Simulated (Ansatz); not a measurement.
Isolated molecules relaxed with PBE0-D4/def2-TZVP in Ansatz; ΔE leaves out vibrations. CCSD(T)/CBS adds triple-zeta CCSD(T) − MP2 to the extrapolated MP2 energy (def2 sets, frozen cores). This one scheme is used for every species. DFT in def2-TZVPP. For Se outer-core shells are correlated without core-valence functions, which leaves a few kJ/mol of doubt a bond. Scalar relativity is left out up to krypton. One conformer a species, not always the lowest.

`FC#C[SeH]` + `CBO` → `CB(O)[SeH]` + `C#CF`  (formal exchange of groups at the Se–C bond)

| level | ΔE (eV) |
| --- | --- |
| B97M-V | -1.11 |
| ωB97X-V | -1.09 |

Problem. What does CCSD(T)/CBS give? (Estimate.)

Solution. The calculation gave: -1.17 eV. The listed levels differ from it by 0.06, 0.08 eV.

Largest T1 diagnostic among the species: 0.013.

In def2-TZVPP, CCSD(T) changes the Hartree–Fock value by −0.04 eV (the triples alone add −0.00 eV) and MP2 by −0.05 eV. Leaving LDA and LC-ωPBE aside and taking each functional with its dispersion term where it has one, the values, not all of them listed here, spread over 0.11 eV, from r2SCAN0-D4 to BLYP-D4. LDA lies −0.07 eV from PBE without D4.
